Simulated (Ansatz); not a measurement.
Reactions of C$_{2}$H$_{3}$F$_{2}$NSi, SMILES `C[Si](F)(F)C#N`.

Computed with Ansatz on PBE0-D4/def2-TZVP structures; ΔE is electronic, products minus reactants. CCSD(T)/CBS is the MP2 limit (def2-TZVPP, def2-QZVPP) plus CCSD(T) − MP2 in def2-TZVPP, frozen cores. This one scheme is used for every species, atoms too. No spin–orbit coupling; open shells (•) take unrestricted orbitals. Spin–orbit coupling would lower the free atoms: a little for C, F, Si. One conformer a species, not always the lowest.

(1) Order these by ΔE at CCSD(T)/CBS, lowest first. (Estimate.)
A. `C[Si](F)(F)C#N` + `[OH][AlH2]` → `C[Si](F)(F)[O][AlH2]` + `C#N`
B. `C[Si](F)(F)C#N` → `[CH3]`• + `N#C[Si](F)F`•
C. `C[Si](F)(F)C#N` → `F[Si]F` + `CC#N`
D. `C[Si](F)(F)C#N` → `N=C1C(F)[SiH]1F`
E. `C[Si](F)(F)C#N` + H–F → `N#C[Si](F)(F)F` + CH₄
F. `C[Si](F)(F)C#N` + HCl → `N#C[Si](F)(F)Cl` + CH₄
G. `C[Si](F)(F)C#N` + H₂ → `C[SiH](F)F` + `C#N`
H. `C[Si](F)(F)C#N` → 2 C• + 2 F• + 3 H• + N• + Si•

Largest T1 diagnostic: 0.016, for `N#C[Si](F)F`•.

## Answers

(1) E (-1.37 eV), A (-1.16 eV), F (-0.83 eV), G (+0.19 eV), C (+2.10 eV), B (+4.60 eV), D (+5.36 eV), H (+41.66 eV).
